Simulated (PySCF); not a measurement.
Computed shifts of a molecule C3H4BrF, PBE/pcSseg-1 run with PySCF, GIAO, gas phase, atoms alike by connectivity averaged where their shifts nearly agree, in ppm (number of nuclei): ¹³C: 155.5 (1), 128.7 (1), 22.4 (1). ¹⁹F: -126.4 (1). ¹H: 7.19 (1), 2.37 (3). References: ¹³C against TMS (σ = 182.0 ppm); ¹⁹F against CFCl3 (σ = 133.6 ppm); ¹H against TMS (σ = 31.49 ppm), references at their B3LYP-D3(BJ)/def2-TZVP geometries, non-relativistic (without spin–orbit terms, shifts of atoms bonded to Cl or Br come out too high). Geometry: PBE0-D3(BJ)/def2-SVP. One conformer was computed; it need not be the lowest.

**Question.** Which structure fits?
(A) C/C(Br)=C\F
(B) C/C=C(\F)Br
(C) FC1(Br)CC1
(D) F[C@@H]1C[C@H]1Br

**Answer.** A, C/C(Br)=C\F
